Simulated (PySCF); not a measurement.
C8H13OP.
Numbering: `[CH2:1]=[CH:2][P:3](=[O:4])([CH:5]=[CH2:6])[CH:7]1[CH2:8][CH2:9][CH2:10]1`

Structure used (GFN2-xTB), in Å, numbered top down from 1:
```xyz
23
C8H13OP angstrom
C      1.7399    2.1047   -1.6615
C      1.3933    1.6860   -0.4573
P      0.7753   -0.0109   -0.2674
O      0.7026   -0.7755   -1.5150
C      1.8575   -0.7340    0.9987
C      2.4996   -1.8547    0.7207
C     -0.8427    0.1972    0.5943
C     -1.9550    0.7049   -0.3353
C     -2.8082   -0.5157    0.0385
C     -1.6024   -1.1265    0.7667
H      2.1169    3.0962   -1.8571
H      1.6518    1.4339   -2.5021
H      1.4636    2.3078    0.4232
H      1.9493   -0.2245    1.9467
H      3.1607   -2.3453    1.4174
H      2.3707   -2.3135   -0.2474
H     -0.7277    0.7719    1.5131
H     -1.6436    0.6994   -1.3799
H     -2.3754    1.6794   -0.0929
H     -3.6313   -0.2708    0.7079
H     -3.1905   -1.0938   -0.7995
H     -1.1364   -1.9376    0.2069
H     -1.7727   -1.4518    1.7916
```

NICS is the negative of the GIAO shielding at a point without a nucleus: at the ring centre (0) and 1 Å above and below it (1); zz is the component along the ring normal. Level: GIAO PBE0/pcSseg-1 (PySCF, non-relativistic, gas phase) on the GFN2-xTB geometry, one conformer.

Ring bond lengths (Å), with Mayer bond orders in brackets: C7–C8 1.536 (0.99), C8–C9 1.535 (1.05), C9–C10 1.535 (1.05), C10–C7 1.536 (0.99).

**Question.** Give the NICS values of each ring in ppm.

**Answer.** 
| ring | type | NICS(0) | NICS(1), two faces | NICS(1)zz, two faces | rms pucker (Å) | centre to ring atoms, mean (Å) |
| --- | --- | --- | --- | --- | --- | --- |
| C7–C8–C9–C10 | 4-membered carbocycle; formal bonds all single | 0.8 | 0.7 / -0.4 | 4.8 / 4.8 | 0.06 | 1.08 |

**Question.** What do they say, and how far can they be read as aromaticity?

**Answer.** 
- C7–C8–C9–C10: mean NICS(1)zz 4.8 ppm, deshielded. C7, C8, C9, C10 have four or more neighbours; no verdict on aromaticity is drawn.

**Question.** At the first NICS(1) probe listed for ring C7–C8–C9–C10, 1 Å off the ring, how large is the induced field along the normal in 11.7 T applied along it?

**Answer.** NICSzz × B0 = 4.8 ppm × 11.7 T = 56 μT, along the applied field.

**Question.** What are the shieldings of the ring atoms and their hydrogens in the same run (means over atoms taken as equivalent)?

**Answer.** 
```
   atoms                     environment  σ isotropic (ppm)  principal values of the symmetric part, first atom (ppm)
      C7  sp3 carbon bound to phosphorus              152.7                                       141.6, 154.7, 161.8
 C8 (×2)       four-membered-ring carbon              168.3                                       151.5, 168.5, 185.1
      C9       four-membered-ring carbon              167.8                                       156.9, 165.8, 180.6
     H17                methine hydrogen              29.34                                          26.0, 28.9, 33.1
H18 (×2)              methylene hydrogen              29.12                                          25.5, 29.6, 32.3
H19 (×2)              methylene hydrogen              29.84                                          25.7, 27.5, 36.3
     H20              methylene hydrogen              29.53                                          26.3, 26.7, 35.5
     H21              methylene hydrogen              29.71                                          25.9, 26.7, 36.5
```

Time: 58 s; peak memory 1.0 GiB. Hardware: an Arm Neoverse V2 with one thread, no GPU, shared host. This is the whole shielding run at PBE0/pcSseg-1, SCF included.
